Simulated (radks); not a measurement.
Q: Species: Os XXIV. Configuration: [Kr] 4d10 4f7. Method: Dirac Kohn-Sham, relativistic LDA (MacDonald-Vosko exchange, VWN5 correlation), spin-unpolarised, spherical densities, finite nucleus; open shells fill j = l - 1/2 first; Fermi nuclear charge, rms radius 5.4126 fm; computed with a radial shooting solver on a logarithmic mesh with Libxc functionals.

Spin-orbit splittings of the eigenvalues, e(l+1/2) - e(l-1/2), with zeta = 2 splitting/(2l+1) and mean radii in bohr:

shell  occ.  splitting (eV)  zeta (eV)  <r> j=l-1/2  <r> j=l+1/2
2p        6            1511       1007      0.06153      0.06968
3p        6               ?          ?       0.1838       0.1987
3d       10           72.05      28.82       0.1734       0.1780
4p        6           84.84      56.56       0.4222       0.4509
4d       10           16.78      6.712       0.4519       0.4606
4f        7           3.993      1.141       0.4529       0.4567

Estimate the 3p splitting.

A: 330.8 eV (zeta = 220.5 eV).
